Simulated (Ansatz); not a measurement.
Reaction (formal exchange of groups at the Sb–Si bond): `F[SiH2][SbH][SeH]` + `[GaH3]` → `[GaH2][SbH][SeH]` + `F[SiH3]`

Program: Ansatz. Geometries: PBE0-D4/def2-TZVP. ΔE: electronic, gas phase. CBS: MP2 limit from def2 TZ/QZ plus the TZ coupled-cluster correction, frozen cores. This one scheme is used for every species. Functionals use def2-TZVPP. B3LYP here is the variant with VWN-RPA as its local correlation; programs differ in this. HSE06 is defined as in plane-wave codes. def2 core potentials past Kr. For Ga, Sb, Se outer-core shells are correlated without core-valence functions, which leaves a few kJ/mol of doubt a bond. Scalar relativity is left out up to krypton. One conformer a species, not always the lowest.

`F[SiH2][SbH][SeH]`:

```xyz
8

F    -1.797   -0.440    1.608
Si   -1.119   -0.813    0.203
Sb    0.070    1.275   -0.718
Se    2.242    0.684    0.512
H    -0.171   -1.930    0.438
H    -2.201   -1.244   -0.721
H     0.450    0.372   -2.125
H     2.527    2.095    0.804
```

`[GaH3]`:

Z-matrix (Å, degrees):
```
Ga
H 1 1.568
H 1 1.568 2 120.0
H 1 1.568 2 120.0 3 -179.9
```

`[GaH2][SbH][SeH]`:

```xyz
7

Ga   -1.090   -0.709    1.050
Sb   -0.263    0.109   -1.302
Se    1.586    1.564   -0.277
H    -1.943   -2.028    1.111
H    -0.764    0.118    2.343
H     0.654   -1.340   -1.391
H     1.820    2.287   -1.534
```

`F[SiH3]`:

Cartesian coordinates in Å:
```
F 0.191 0.501 -1.465
Si -0.005 -0.013 0.038
H 1.084 -0.969 0.349
H -1.326 -0.678 0.135
H 0.056 1.159 0.943
```

```csv
level,ΔE (kJ/mol),difference from CCSD(T)/CBS
LDA (SPW92),-36.8,9.6
PBE-D4,-38.2,8.2
revPBE-D4,-35.4,11.0
BLYP-D4,-41.5,4.9
r2SCAN-D4,-40.9,5.5
B97M-V,-29.8,16.6
PBE0-D4,-40.5,5.9
B3LYP-D4,-43.4,3.0
r2SCANh-D4,-41.8,4.6
r2SCAN0-D4,-43.2,3.2
HSE06-D4,-40.9,5.5
BHLYP-D4,-47.4,-1.0
CAM-B3LYP-D4,-42.0,4.4
ωB97X-V,-39.8,6.6
ωB97M-V,-41.5,4.9
PBE-QIDH,-45.6,0.8
PBE,-39.9,6.5
revPBE,-40.4,6.0
BLYP,-45.3,1.1
r2SCAN,-41.5,4.9
PBE0,-42.1,4.3
B3LYP,-46.1,0.3
r2SCANh,-42.4,4.0
r2SCAN0,-43.8,2.6
HSE06,-42.3,4.1
LC-ωPBE,-38.2,8.2
RPA@PBE/def2-TZVPP,-46.6,-0.2
HF/def2-SVP,-50.4,-4.0
CCSD/def2-SVP,-49.2,-2.8
CCSD(T)/def2-SVP,-48.9,-2.5
HF/def2-TZVPP,-51.3,-4.9
MP2/def2-TZVPP,-50.1,-3.7
SCS-MP2/def2-TZVPP,-49.8,-3.4
CCSD/def2-TZVPP,-47.7,-1.3
CCSD(T)/def2-TZVPP,-47.1,-0.7
HF/def2-QZVPP,-50.2,-3.8
MP2/def2-QZVPP,-49.4,-3.0
SCS-MP2/def2-QZVPP,-48.5,-2.1
MP2/CBS(def2),-49.4,-3.0
CCSD/CBS(def2),-47.0,-0.6
CCSD(T)/CBS,-46.4,0
```

(1) What do rigid-rotor, harmonic-oscillator terms from PBE0-D4/def2-TZVP frequencies (298.15 K, 1 bar) make of the CCSD(T)/CBS value? (Best estimate.)

Largest T1 diagnostic among the species: 0.013.

## Answers

(1) Computed: ΔZPE = +4.6 kJ/mol, ΔH = -42.8 kJ/mol, ΔS = 9 J/(mol·K), ΔG = -45.3 kJ/mol. Modes under 50 cm⁻¹ make the entropy rough.

Leaving LDA and LC-ωPBE aside and taking each functional with its dispersion term where it has one, the values, not all of them listed here, spread over 17.6 kJ/mol, from B2PLYP to B97M-V. LDA lies +3.1 kJ/mol from PBE without D4.

CCSD(T)/CBS has its own doubt, a few kJ/mol and more with outer-core shells, so smaller differences from it don't rank the levels.
